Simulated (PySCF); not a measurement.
Computed IR spectrum (relative IR intensity) of a molecule C₄H₁₁FSi. Geometry optimised at PBE-D3(BJ)/def2-SVP. One conformer was computed; it need not be the lowest. All values below come from PBE-D3(BJ)/def2-SVP run with PySCF. Frequencies are harmonic and unscaled.

Lines under 2 % of the strongest are left out, and lines within 2 cm⁻¹ are merged.

ν (cm⁻¹): 559 (m), 661 (w), 715 (w), 760 (w), 819 (w), 830 (vw), 897 (w), 905 (vs), 923 (m), 938 (w), 949 (w), 1023 (m), 1088 (w), 1149 (vw), 1192 (w), 1305 (w), 1338 (w), 1353 (vw), 1427 (w), 1433 (vw), 2165 (s), 2174 (s), 2938 (w), 2945 (w), 2959 (w), 2965 (w), 3000 (w), 3045 (vw), 3049 (m), 3055 (w), 3073 (w) (against the strongest line: vs over 80 %, s over 45 %, m over 15 %, w over 4 %, vw less)

Question: Which structure fits?
A. CC(C)C[SiH2]F
B. CCC[Si@H](C)F
C. CC[SiH2][C@@H](C)F
D. CC(C)(C)[SiH2]F

Answer: A, CC(C)C[SiH2]F
